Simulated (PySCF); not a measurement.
Structure problem from calculated spectra and properties.

Formula: C6H12S.

| Quantity | Value |
| --- | --- |
| 1H NMR | chemical shifts (computed TMS as zero) by class: 2.53 (4 H), 1.68 (4 H), 1.63 (4 H) ppm [GIAO KT3/pcSseg-1] |
| UV, first state | lowest singlet excitation: 5.31 eV (233 nm, f = 0.005) [TDDFT B3LYP/def2-SVPD] |
| Rotational structure | rotational constants A, B, C: 2.626, 2.334, 1.427 GHz [PBE0-D3(BJ)/def2-SVP] |
| NMR, other nuclei | isotropic shieldings of nuclei other than C and H, by class: 517 (1 S) ppm [GIAO KT3/pcSseg-1] |
| Valence photoelectron | vertical ionisation energy: 8.29 eV [ΔSCF B3LYP/def2-SVPD] |
| Polarisability | 91.2 au [B3LYP/def2-SVPD] |
| 13C NMR | chemical shifts (computed TMS as zero) by class: 42.8 (2 C), 35.8 (2 C), 29.7 (2 C) ppm [GIAO KT3/pcSseg-1] |
| Dipole | 1.79 D [B3LYP/def2-SVPD] |
| UV, strongest line | among the 10 lowest singlet transitions: S5 at 6.36 eV (195 nm, f = 0.033) [TDDFT B3LYP/def2-SVPD] |
| Triplet | lowest triplet excitation (Tamm–Dancoff): 4.97 eV [TDA B3LYP/def2-SVPD] |

Gas-phase values; electronic properties from PySCF, density fitting. Levels stand in brackets. One conformer (not necessarily the lowest) at the PBE0-D3(BJ)/def2-SVP geometry, without solvent, vibrations or thermal averaging. Each NMR value is the plain mean over a class of atoms that symmetry, rotation or inversion makes alike.

Q: Propose a structure and show how it fits.

A: Numbering: `[CH2:1]1[CH2:2][CH2:3][CH2:4][S:5][CH2:6][CH2:7]1`. Its formula, C6H12S, gives 1 degree of unsaturation: 1 ring and 0 π bonds in the structure found. 6 carbons fall into 3 classes; from least to most shielded: ring sp3 carbon bound to sulfur [C4/C6] (42.8 ppm, 2 C, up to 3.3 ppm apart in this geometry), ring CH2 carbon [C3/C7] (35.8 ppm, 2 C, up to 5.3 ppm apart in this geometry), ring CH2 carbon [C1/C2] (29.7 ppm, 2 C). Hydrogen classes from least to most shielded: 4 H on 2 like atoms (sp3 carbon bound to sulfur), C4/C6 (2.53 ppm, a mean of values up to 0.7 ppm apart in this geometry), 4 H on 2 ring CH2 carbons, C3/C7 (1.68 ppm, a mean of values up to 0.6 ppm apart in this geometry), 4 H on 2 ring CH2 carbons, C1/C2 (1.63 ppm, a mean of values up to 1.0 ppm apart in this geometry). The other shieldings belong to: 517 ppm, sulfide sulfur [S5]. The first electron is taken from the HOMO, whose largest Löwdin shares are 0.68 on the sulfide sulfur, 0.09 on an sp3 carbon bound to sulfur and 0.08 on an sp3 carbon bound to sulfur. The optimised geometry has point group C1 and is an asymmetric top. Structure: `C1CCCSCC1` (thiepane). Computed isomers that give other values at the same levels: `SC1CCCCC1` (rotational constant A: 4.253 GHz; this holds for the one conformer computed); `CC(C)SC1CC1` (rotational constant A: 4.266 GHz; this holds for the one conformer computed). The assignments are read from this structure; whether some other isomer fits the data as well wasn't checked.
